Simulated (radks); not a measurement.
Q: Radial electron density D(r) = 4 pi r^2 rho(r) of an atom or ion with 4 electrons. Calculated with a radial shooting solver on a logarithmic mesh with Libxc functionals: Dirac Kohn-Sham, XLYP, spin-unpolarised, spherical densities, finite nucleus; Fermi nuclear charge, rms radius of each element as measured or else 0.836 A^(1/3) + 0.57 fm.

r (bohr),D(r) (e/bohr)
0.01047,0.1540
0.01171,0.1898
0.0131,0.2334
0.01465,0.2866
0.01639,0.3510
0.01848,0.4350
0.02067,0.5300
0.02312,0.6436
0.02586,0.7789
0.02892,0.9390
0.03235,1.127
0.03618,1.346
0.04047,1.600
0.04527,1.889
0.05063,2.216
0.05664,2.580
0.06335,2.978
0.07142,3.438
0.07989,3.888
0.08936,4.347
0.09995,4.797
0.1118,5.217
0.125,5.585
0.1399,5.872
0.1564,6.053
0.175,6.103
0.1957,6.005
0.2189,5.750
0.2448,5.343
0.2739,4.802
0.3088,4.112
0.3454,3.413
0.3863,2.715
0.4321,2.068
0.4833,1.516
0.5406,1.082
0.6046,0.7726
0.6763,0.5720
0.7564,0.4503
0.8461,0.3708
0.9464,0.3010
1.059,0.2213
1.184,0.1311
1.335,0.04295
1.493,0.001047
1.67,0.03089
1.868,0.1474
2.089,0.3428
2.337,0.5797
2.614,0.7801
2.924,0.8601
3.27,0.8043
3.658,0.6469
4.091,0.4492
4.576,0.2688
5.16,0.1308
5.771,0.05628
6.455,0.02001
7.22,0.005705
8.076,0.001291
9.033,0.0002291

What is the nuclear charge?

A: Z = 6. The innermost maximum, from 1s, lies near gamma/Z bohr with gamma = sqrt(1 - (Z/c)^2) = 0.999, here 0.167 bohr (found: 0.172), and its height grows with Z. The density is that of the carbon ion C2+ in [He] 3s2; the configuration itself is not fixed sharply by these data. D(r) has 2 maxima, at r = 0.172, 2.95 bohr.
